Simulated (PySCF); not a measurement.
3-chloro-1,2-benzisothiazole, C₇H₄ClNS.
Numbering: `[Cl:1][c:2]1[n:3][s:4][c:5]2[cH:6][cH:7][cH:8][cH:9][c:10]12`

Cartesian coordinates in Å at the GFN2-xTB level; atoms count from 1:
```
atom  x, y, z in Å
Cl1    3.1321   -1.6911    0.2077
C2     2.1989   -0.3017   -0.1031
N3     2.7764    0.8017   -0.4618
S4     1.6974    2.0125   -0.7107
C5     0.3224    1.0207   -0.3163
C6    -1.0292    1.3383   -0.2913
C7    -1.9174    0.3459    0.0636
C8    -1.4789   -0.9420    0.3890
C9    -0.1421   -1.2638    0.3659
C10    0.7742   -0.2734    0.0095
H11   -1.3641    2.3320   -0.5429
H12   -2.9742    0.5644    0.0918
H13   -2.2062   -1.6913    0.6620
H14    0.2097   -2.2528    0.6145
```

Probes without a nucleus sit at each ring's centroid and 1 Å off its mean plane on both sides; NICS is minus the shielding there, NICSzz its component along the normal. Level: GIAO PBE0/pcSseg-1 (PySCF, non-relativistic, gas phase) on the GFN2-xTB geometry, one conformer.

Rings: 1. C2–N3–S4–C5–C10; 2. C5–C6–C7–C8–C9–C10.

| set | NICS(0) | NICS(1), two faces | NICS(1)zz, two faces |
| --- | --- | --- | --- |
| P | -11.4 | -10.6 / -10.6 | -23.9 / -23.9 |
| Q | -9.8 | -12.1 / -12.1 | -29.8 / -29.8 |

Which set (ppm) belongs to which ring?

P = 1, Q = 2.
- 1 (5-membered ring with N and S; formal bonds all aromatic): mean NICS(1)zz -23.9 ppm, shielded, aromatic by this magnetic criterion (flat ring, no four-coordinate atom), though in fused rings the probe also feels the neighbouring ring.
- 2 (6-membered carbocycle; formal bonds all aromatic): mean NICS(1)zz -29.8 ppm, shielded. The ring is flat and has no four-coordinate atom; by the NICS criterion it is aromatic, though in fused rings the probe also feels the neighbouring ring.

How do the rings differ in shape?

| ring | bond lengths (Å) | rms pucker (Å) | HOMA | nearest outside atom to a NICS(1) probe (Å) |
| --- | --- | --- | --- | --- |
| 1 | 1.296, 1.641, 1.741, 1.409, 1.429 | 0.00 | – | carbon 2.83 |
| 2 | 1.389, 1.378, 1.399, 1.375, 1.396, 1.409 | 0.00 | 0.96 | hydrogen 2.65 |

HOMA = 1 − mean of α(R − Ropt)² over the ring bonds, with Krygowski's 1993 parameters (CC: Ropt 1.388 Å, α 257.7 Å⁻²). A dash marks a ring with a four-coordinate atom, a triple bond, no multiple bond or a kind of bond without parameters.
